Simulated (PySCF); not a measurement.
## How methods differ on the excitation energy of B⁺

B⁺ [He] 2s2 (1S) → B⁺ [He] 2s1 3s1 (3S), as a difference of total energies. All numbers are calculated (PySCF 2.14, scalar relativity by spin-free X2C-1e, in x2c-TZVPPall with one added diffuse shell each of s, p, d type (6s4p3d1f, 40 functions)). Correlated levels: valence: 1s2 frozen; valence and next inner shell: nothing frozen. The calculations carry no spin-orbit coupling.

**Question.** Order these methods by the excitation energy they give, lowest first.
A. UHF
B. revPBE
C. SCS-MP2 (valence and next inner shell)
D. MP2 (valence)

**Answer.** A (14.628 eV), B (15.379 eV), D (15.508 eV), C (15.769 eV).

Errors of the correlated levels include the incompleteness of this basis and the frozen core.

For comparison: 16.090 eV (measured; NIST levels).
